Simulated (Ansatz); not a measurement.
Input for Ansatz (an electronic-structure program): R-CCSD(T)/aug-cc-pVTZ on hydronium (SMILES [OH3+]), atoms moved off the minimum. Charge +1.

Ansatz 0.2 input:
```yaml
crystal:
  periodic: [false, false, false]
  atoms:
    - {symbol: O, position_ang: [-0.01283272, 0.06406243, -0.06242911]}
    - {symbol: H, position_ang: [-0.66578495, -0.73102087, -0.13721144]}
    - {symbol: H, position_ang: [-0.30464346, 0.75821148, -0.04899724]}
    - {symbol: H, position_ang: [0.81886093, -0.12246259, -0.14658011]}
basis:
  gaussian:
    orbitals: aug-cc-pVTZ
total_charge: 1
magnetization: {spin_polarized: false}
correlation: {method: ccsd_t, electrons: outside_noble_gas}
scf: {lower_state_search: off}
output: {forces: true}
```

The log:

```
WARN ansatz: RAYON_NUM_THREADS=1 ignored (pool sized by the plan → 1); use --threads N
Functional definition: HF
these checks for a lower state are left out or cut short: starts, cluster_reference, orbital_swaps, neighbouring_geometries, increment
integrals: 0.16 GiB planned
646 factors; integrals over basis functions are off by at most 8.9e-4 eV
mean field: 0.14 GiB planned
mean field evaluation 1: about -2069.0058 eV, gradient 6.7e1 eV
mean field evaluation 2: about -2069.0058 eV, gradient 6.7e1 eV
mean field evaluation 4: about -2074.9321 eV, gradient 1.7e0 eV
mean field evaluation 8: about -2074.9424 eV, gradient 5.1e-2 eV
mean field -2074.94240571 eV, -76.2527269634 hartree, gradient 2.2e-6 eV, S^2 0.000000; 0 other end points of the search recorded, 0 dependent functions left out
1 core orbitals not correlated
reference -2074.94240571 eV, -76.2527269634 hartree; 4, 4 occupied and 110, 110 virtual orbitals, 646 factors
densities: 0.70 GiB planned
second order -6.83030046 eV of doubles, -0.00000000 eV of singles
coupled cluster: 0.45 GiB planned
cycle   1  -6.96588469 eV  change   -1.4e-1 eV  update   3.0e-2
cycle   2  -7.06715861 eV  change   -1.0e-1 eV  update   7.9e-3
cycle   3  -7.07947467 eV  change   -1.2e-2 eV  update   2.7e-3
cycle   4  -7.07832680 eV  change    1.1e-3 eV  update   4.8e-4
cycle   5  -7.07850158 eV  change   -1.7e-4 eV  update   1.3e-4
cycle   6  -7.07851803 eV  change   -1.6e-5 eV  update   2.3e-5
cycle   7  -7.07851579 eV  change    2.2e-6 eV  update   5.1e-6
perturbative correction -0.17202816 eV, -0.0063219182 hartree
the calculation of the forces begins
Total energy: -2082.19294966 eV, -76.5191795389 hartree
Atom 0 at    -0.012833     0.064062    -0.062429 Å, force    -0.636658   -22.750515     0.327666 eV/Å
Atom 1 at    -0.665785    -0.731021    -0.137211 Å, force     1.382079     1.796501     0.159031 eV/Å
Atom 2 at    -0.304643     0.758211    -0.048997 Å, force    -8.996275    22.373660     0.364831 eV/Å
Atom 3 at     0.818861    -0.122463    -0.146580 Å, force     8.250854    -1.419646    -0.851528 eV/Å
Dipole moment:    -0.050907    -0.127441    -0.056556 e Å
Checks for a lower state left out: starts, cluster_reference, orbital_swaps, neighbouring_geometries, increment
```

The run converged.

Cost: very roughly 16 core-seconds.
